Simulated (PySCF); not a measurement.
# Xe (xenon, neutral) across methods

[Kr] 4d10 5s1 5p6 6s1, high-spin 3S determinant (an excited configuration). Calculation: PySCF 2.14, in aug-cc-pVTZ-PP with ECP28MDF; scalar relativity through the core potential. The B2PLYP total includes its PT2 part (frozen core); its orbital energies are those of the SCF part.

```
   method  E (hartree)  mean ε 5p α (eV)  mean ε 5p β (eV)  mean ε 6s α (eV)  Σ⟨r²⟩ (bohr²)   ⟨S²⟩
CAM-B3LYP    -328.5692           -15.143           -13.838            -2.899          77.56  2.001
      LDA    -328.1477           -12.495           -11.795            -1.957          77.08  2.000
  r2SCAN0    -328.6532           -14.270           -12.795            -2.325          78.04  2.004
     PBE0    -328.5817           -13.894           -12.592            -2.272          77.77  2.001
      UHF   -327.44250           -17.399           -14.312            -3.099          79.47  2.008
   r2SCAN    -328.6941           -12.979           -11.942            -1.896          78.08  2.003
   B2PLYP    -328.3013           -15.095           -13.230            -2.508          78.26  2.004
  wB97M-V    -328.5461           -16.105           -14.768            -3.490          78.12  2.002
```

(1) Estimate the same row for PBE.

Energies and moments cover only the electrons outside the core potential. The outer electron is Rydberg-like, and this basis confines it to a smaller radius and binds it less than a complete one would.

Answers

(1) E (hartree) = -328.5774; mean ε 5p α (eV) = -12.404; mean ε 5p β (eV) = -11.601; mean ε 6s α (eV) = -1.836; Σ⟨r²⟩ (bohr²) = 77.50; ⟨S²⟩ = 2.000.
